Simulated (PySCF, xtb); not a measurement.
chloro(silylmethyl)silane (CH7ClSi2), SMILES [SiH3]C[SiH2]Cl.

GFN2-xTB run with xtb 6.7.1 at its own geometry gives an orbital gap of 5.61 eV and a dipole moment of 2.03 D.

Coordinates come from a PBE0-D3(BJ)/def2-SVP optimisation. One conformer was computed; it need not be the lowest.

Problem. What does B3LYP/def2-TZVP run with PySCF give? (Estimate from the structure and the level; the computed values follow.)

Solution. gap 8.44 eV (levels -8.48 and -0.04 eV), dipole 1.92 D.
